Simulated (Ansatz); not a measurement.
Molecule: CNiO (charge 0, singlet). 
Coordinates optimised at B3LYP-D3(BJ)/def2-TZVP (Ansatz, a program for electronic structure):
```xyz
3

Ni     0.0000     0.0000    -0.7787
O      0.0000     0.0000     2.0494
C      0.0000     0.0000     0.9016
```

Q: Give the harmonic wavenumbers at B3LYP-D3(BJ)/def2-TZVP (Ansatz, finite differences of forces, unscaled).

A: 353, 353, 583, 2089 cm⁻¹. Zero-point energy 4.8 kcal/mol.

Q: From these and the geometry, give the ideal-gas thermochemistry at 298.15 K and 1 atm (rigid rotor, harmonic oscillator).

A: Point group C∞v, rotational symmetry number 1. Rotational constants 4.492, 4.492 GHz. S(trans) 39.29, S(rot) 16.36, S(vib) 2.78, S(elec, spin only) 0.00, S 58.4 cal/(mol K). H(298) - H(0) 2.63 kcal/mol; G - E(el) -10.0 kcal/mol.
